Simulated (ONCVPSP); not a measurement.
**As (Z = 33) ONCV: all-electron and pseudo phase curves**

ONCVPSP 4.0.1 input, shortened (lines: element, Z, core and valence counts, functional; n l f; lmax; l rc ep ncon nbas qcut; lloc lpopt rc5 dvloc0; l nproj debl; icmod fcfact rcfact), revPBE, scalar-relativistic:

```
  As 33.00    5    3  -102130      upf
    1    0    2.00
    2    0    2.00
    2    1    6.00
    3    0    2.00
    3    1    6.00
    3    2   10.00
    4    0    1.00
    4    1    4.00
    2
    0    1.45    0.00    3    7    5.00
    1    1.70    0.00    4    9    4.70
    2    0.80    0.00    5   10   18.40
    4    5    0.55    0.00
    0    1    2.60
    1    2    2.20
    2    2    1.00
    4    0.65    0.00
```

In the d channel the program set the typed energies aside and used -1.553, 0.250 Ha.

The phase is arctan(r·R′/R) of the radial function R(r), unwrapped; energies in Ha, scanned from -3 to 5 Ha. A pole is an energy at which the radial function vanishes at the test radius. The pseudo phase is shifted by a multiple of π to meet the all-electron one at the reference energy, and phase errors are pseudo minus all-electron; the curves can meet again beyond the range given. Levels narrower than the energy grid can be missing from the lists of poles.

Question: For each channel, where are the poles, and over which energies does the pseudopotential scatter like the atom?

Answer:

```tsv
channel	radius (bohr)	reference energy (Ha)	poles, all-electron	poles, pseudo	unbroken range about the reference energy with phases within 0.05 rad	phase error 1 Ha above the reference energy (rad)
s	1.47	-0.56	3.77	2.08	below 1.3	-0.019
p	1.72	-0.21	2.69	-2.05, 2.68	above -2.0	-0.000
d	0.81	-1.55	1.65	1.65	the whole range	-0.000
```

Note: ghosts flagged at negative energy: s at -626.8 eV, p at -56.0 eV; no localised positive-energy state flagged. A true bound ghost makes a file unfit for plane-wave use.

Phases in the s channel:

```csv
E (Ha),all-electron,pseudo
-2.98,1.040,1.015
-2.54,0.938,0.911
-2.10,0.782,0.755
-1.66,0.533,0.508
-1.22,0.142,0.128
-0.78,-0.345,-0.347
-0.34,-0.751,-0.753
0.10,-1.014,-1.025
0.54,-1.179,-1.201
0.98,-1.287,-1.324
1.42,-1.363,-1.422
1.86,-1.420,-1.516
2.30,-1.465,-1.640
2.74,-1.502,-1.967
3.18,-1.534,-3.795
3.62,-1.562,-4.379
4.06,-1.588,-4.513
4.50,-1.613,-4.578
4.94,-1.637,-4.620
```
